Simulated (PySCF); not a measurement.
A GIAO shielding run with PySCF 2.14.0 with density-fitted response routines (density fitting, non-relativistic, gas phase) on SMILES C#C/C(F)=C\CF, C₅H₄F₂:

```
$ OMP_NUM_THREADS=1 python probes_run.py task.json out

{"job": {"kind": "nmr", "xc": "LC-wPBE", "basis": "pcSseg-1", "pop": false}, "charge": 0, "multiplicity": 1}
C      2.354873     0.765391    -0.727808
C      1.500444    -0.045931    -0.442393
C      0.508379    -1.015325    -0.108231
F      0.960681    -2.269779    -0.095077
C     -0.778735    -0.766245     0.163853
C     -1.393512     0.587267     0.147823
F     -1.998714     0.855030     1.352425
H      3.114455     1.484392    -0.976362
H     -1.418564    -1.620449     0.403578
H     -0.637422     1.362354    -0.057271
H     -2.167795     0.641363    -0.638726
```

Hardware: 1 thread of an Arm Neoverse V2, shared host.

(1) How large is the calculation?

(2) How long does it take, and how much memory does it need?

(3) And these other runs on the same molecule and hardware: GIAO shielding at B3LYP/pcSseg-1; GIAO shielding at B97-D/pcSseg-1; GIAO shielding at CAM-B3LYP/pcSseg-1; GIAO shielding at HF/pcSseg-1; GIAO shielding at KT3/pcSseg-1; GIAO shielding at OPBE/pcSseg-1?

Answers

(1) 52 electrons, 139 basis functions and 717 auxiliary functions.

(2) 17 s of wall time, with 14 SCF cycles and 7 response iterations; peak memory 0.72 GiB. Times on a shared host scatter by some tens of per cent.

(3) B3LYP/pcSseg-1: 139 functions, 11 s; B97-D/pcSseg-1: 139 functions, 15 s; CAM-B3LYP/pcSseg-1: 139 functions, 14 s; HF/pcSseg-1: 139 functions, 5.1 s; KT3/pcSseg-1: 139 functions, 14 s; OPBE/pcSseg-1: 139 functions, 15 s.
